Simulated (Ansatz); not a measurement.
`F[SiH2][SbH2]` + `[AlH2][SH]` → `F[SiH2][S][AlH2]` + `[SbH3]` at 298.15 K and 1 bar (cleavage of the Si–Sb bond).

Isolated molecules relaxed with PBE0-D4/def2-TZVP in Ansatz; ΔE leaves out vibrations. CCSD(T)/CBS adds triple-zeta CCSD(T) − MP2 to the extrapolated MP2 energy (def2 sets, frozen cores). This one scheme is used for every species. Elements past krypton have def2 core potentials. For Sb outer-core shells are correlated without core-valence functions, which leaves a few kJ/mol of doubt a bond. Each species was taken in one conformer, which may not be the lowest.

```json
{"species": "`F[SiH2][SbH2]`", "CCSD(T)/CBS energy (Eh)": "-631.33896", "H − E (kJ/mol)": "105.1", "S (J/(mol·K))": "328.6"}
{"species": "`[AlH2][SH]`", "CCSD(T)/CBS energy (Eh)": "-641.61836", "H − E (kJ/mol)": "72.6", "S (J/(mol·K))": "268.0"}
{"species": "`F[SiH2][S][AlH2]`", "CCSD(T)/CBS energy (Eh)": "-1031.18703", "H − E (kJ/mol)": "115.8", "S (J/(mol·K))": "348.6"}
{"species": "`[SbH3]`", "CCSD(T)/CBS energy (Eh)": "-241.78682", "H − E (kJ/mol)": "60.8", "S (J/(mol·K))": "232.7"}
```

H − E and S are ideal-gas, rigid-rotor, harmonic terms from PBE0-D4/def2-TZVP, for one conformer and one mirror image of each species. 1 Eh = 2625.50 kJ/mol, R = 8.31446 J/(mol·K).

Q: By hand: ΔE, ΔH, ΔS and ΔG.

A: ΔE = (-1031.18703) + (-241.78682) − (-631.33896) − (-641.61836) = -0.01653 Eh = -43.4 kJ/mol. Δ(H − E) = 115.8 + 60.8 − 105.1 − 72.6 = -1.1, so ΔH = -44.5 kJ/mol. ΔS = 348.6 + 232.7 − 328.6 − 268.0 = -15.3 J/(mol·K). ΔG = -44.5 − 298.15 × (-15.3)/1000 = -39.9 kJ/mol.

Q: By hand: the equilibrium constant, and the temperature at which ΔG would vanish if ΔH and ΔS stayed fixed.

A: log₁₀ K = −ΔG/(RT ln 10) = 7.0. ΔG = 0 at ΔH/ΔS = 2908 K, far beyond where these terms or the molecules hold.

ΔH outweighs TΔS. A doubt of 5 kJ/mol in ΔE shifts log₁₀ K by 0.9 here. Other conformers and mirror images would add mixing entropy, several J/(mol·K) or more a flexible species. Modes under 60 cm⁻¹, often nearly free rotors, make the harmonic entropy too high. These are equilibria of isolated gas molecules and say nothing of rates. Largest T1 diagnostic: 0.014 (customary marks: 0.02 for closed shells, 0.045 for open ones).
